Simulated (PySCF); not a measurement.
C₃H₅GeN.
Geometry (PBE0-D3(BJ)/def2-SVP, Å), atoms numbered from 1 in this order:
```
atom  x, y, z in Å
C1     2.2392   -0.5857    0.7266
C2     1.4249    0.1063    0.1440
Ge3    0.0365    1.0908   -0.7211
N4    -1.6051    0.2744   -0.4284
C5    -1.7058   -0.7833    0.2542
H6     2.9730   -1.1858    1.2357
H7     0.2821    1.1134   -2.2336
H8    -0.0351    2.5064   -0.1386
H9    -0.8574   -1.3180    0.7326
H10   -2.7020   -1.2394    0.4074
```

Method used: PBE0-D3(BJ)/def2-SVP geometry optimisation, gas phase in PySCF 2.14.0.

Take the most abundant isotopes and a rigid rotor. The values belong to one conformer with, in the numbering `[CH:1]#[C:2][GeH2:3][N:4]=[CH2:5]`, C2–Ge3–N4–C5 0°.

Task: Give the principal moments of inertia and the rotational constants in GHz.

Result: Ia = 108.56, Ib = 182.49, Ic = 284.57 u·Å²; 505379 MHz·u·Å²/I gives 4655, 2769 and 1776 MHz, that is A = 4.6552, B = 2.7694, C = 1.7759 GHz.

Task: Classify the top.

Result: An asymmetric top. Ray's parameter κ = (2B − A − C)/(A − C) = -0.310; −1 is the prolate and +1 the oblate limit.

Task: Is it planar, by Δ = Ic − Ia − Ib?

Result: Not planar: Δ = Ic − Ia − Ib = -6.48 u·Å². For a rigid frame Δ = −2 Σ m c², so Σ m c² = 3.24 u·Å² lies off the ab plane, practically all of it from hydrogen. The atom farthest from that plane is 1.27 Å away.

Task: Where do the levels up to J = 3 lie, in K?

Result: Above 0(0,0), as E/k:
J = 1: 1(0,1) 0.218, 1(1,1) 0.309, 1(1,0) 0.356
J = 2: 2(0,2) 0.640, 2(1,2) 0.697, 2(1,1) 0.840, 2(2,1) 1.112, 2(2,0) 1.126
J = 3: 3(0,3) 1.244, 3(1,3) 1.272, 3(1,2) 1.555, 3(2,2) 1.766, 3(2,1) 1.831, 3(3,1) 2.346, 3(3,0) 2.349
Those of J = 1 are B + C, A + C and A + B.

Task: Which types of transition are allowed, and where do some lines up to J = 4 fall?

Result: The dipole components are |μa| = 1.21 D, |μb| = 1.10 D, |μc| = 0.00 D; the mirror of this Cs structure is the ab plane, so μc vanishes by symmetry and there are no c-type lines. Intensities carry the squares of the components, which stand as 1.00 : 0.82 (a : b). Some lines, for components of 0.1 D or more:

| type | branch | J(Ka,Kc) | MHz | lower level (cm⁻¹) |
| --- | --- | --- | --- | --- |
| a | Q | 2(2,0) ← 2(2,1) | 301 | 0.773 |
| a | Q | 2(1,1) ← 2(1,2) | 2980 | 0.485 |
| b | Q | 2(1,1) ← 2(0,2) | 4174 | 0.445 |
| a | Q | 3(1,2) ← 3(1,3) | 5900 | 0.884 |
| b | Q | 2(2,0) ← 2(1,1) | 5959 | 0.584 |
| b | Q | 3(1,2) ← 3(0,3) | 6495 | 0.864 |
| b | R | 2(0,2) ← 1(1,1) | 6904 | 0.215 |
| b | R | 4(2,2) ← 3(3,1) | 9315 | 1.631 |
| b | Q | 4(3,1) ← 4(2,2) | 9728 | 1.941 |
| b | Q | 4(1,3) ← 4(0,4) | 9784 | 1.401 |
| b | R | 2(1,2) ← 1(0,1) | 9983 | 0.152 |
| a | R | 2(1,1) ← 1(1,0) | 10084 | 0.248 |
| b | Q | 3(2,2) ← 3(1,3) | 10295 | 0.884 |
| a | R | 3(1,3) ← 2(1,2) | 11979 | 0.485 |
| b | Q | 4(2,3) ← 4(1,4) | 12506 | 1.409 |
| a | R | 4(1,4) ← 3(1,3) | 15731 | 0.884 |
| a | R | 4(0,4) ← 3(0,3) | 16078 | 0.864 |
| b | R | 2(2,0) ← 1(1,1) | 17036 | 0.215 |
| a | R | 4(2,3) ← 3(2,2) | 17942 | 1.228 |
| a | R | 4(3,2) ← 3(3,1) | 18645 | 1.631 |
| a | R | 4(3,1) ← 3(3,0) | 18982 | 1.633 |
| b | R | 3(2,2) ← 2(1,1) | 19294 | 0.584 |
| a | R | 4(1,3) ← 3(1,2) | 19367 | 1.081 |
| b | R | 4(2,3) ← 3(1,2) | 22336 | 1.081 |
| b | R | 4(3,2) ← 3(2,1) | 29365 | 1.273 |
| b | R | 4(4,1) ← 3(3,0) | 34872 | 1.633 |
| b | R | 4(4,0) ← 3(3,1) | 34942 | 1.631 |

Task: Estimate the classical rotational partition function at 10 K, 200 K and 298.15 K.

Result: Point group Cs, symmetry number σ = 1; q = (√π/σ)·√((kT/h)³/(ABC)), k/h = 20836.6 MHz/K: 1110 at 10 K, 99700 at 200 K, 181000 at 298.15 K.

No PBE0-D3(BJ)/def2-SVP frequencies stand behind this structure, so it isn't proved a minimum. Constants of a rigid frame at the computed geometry: no zero-point averaging, no centrifugal distortion. Quadrupole hyperfine structure (14N) is left out.

Time: 52 s of wall time; peak memory 0.46 GiB. Hardware: Arm Neoverse N1, one thread (shared host). This is the geometry optimisation.
